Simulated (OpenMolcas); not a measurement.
Ag3+ (d8) on a cation site of an ionic host was computed by CASSCF with the d shell active (OpenMolcas, ANO-RCC-VTZP on the metal). Its lowest spin-free states, and all those of the highest spin:

```tsv
2S+1	Degeneracy	E (cm-1)
3	1	0.0
1	2	12609
3	3	16067
1	1	22659
3	3	23891
1	3	27911
1	3	32268
3	3	37338
1	3	47297
1	2	47595
1	1	66824
```

Is the site octahedral, tetrahedral or cube-like, axial, or of lower symmetry?

The states with 2S+1 = 3 have orbital degeneracies 1, 3, 3, 3. Threefold states need a cubic site. For d8 at this spin an octahedron puts the single A2 below the threefold T2 and a tetrahedron or cube puts the threefold T1 below the threefold T2, so the site is octahedral. The first gap at this spin, 16100 cm-1, is |10Dq| in ligand-field theory. The run had Ag3+ with its 6 nearest fluoride ions at 2.092 Å, on the Cd site of idealised cubic KCdF3 (a = 4.302 Å, distance in the model lattice 2.151 Å). The rest of the host is ab initio model potentials to 7.6 Å, with orthogonalisation functions on the cations behind the ligands, and point charges beyond; the distance is set by hand and nothing relaxes, and no local charge compensation is placed. Ligand basis ANO-RCC-VDZP.

Without dynamic correlation the repulsion within the d shell is too large (B by tens of per cent), so at a given field states of lower spin stand too high. Real 4d8 and 5d8 ions are as a rule square planar and diamagnetic. The least metal-like active orbital is 77 % on the metal (Löwdin) and no ligand orbital is active, so the numbers are rough. With metal d orbitals alone the field can be off either way by tens of per cent. Ligand-to-metal charge-transfer states are missing. With no ligand orbital active B as a rule stays too high, so bands that hang on it stand too high and its fall with covalency is understated. No measured value stands beside these numbers; the geometry was set by hand and not optimised.
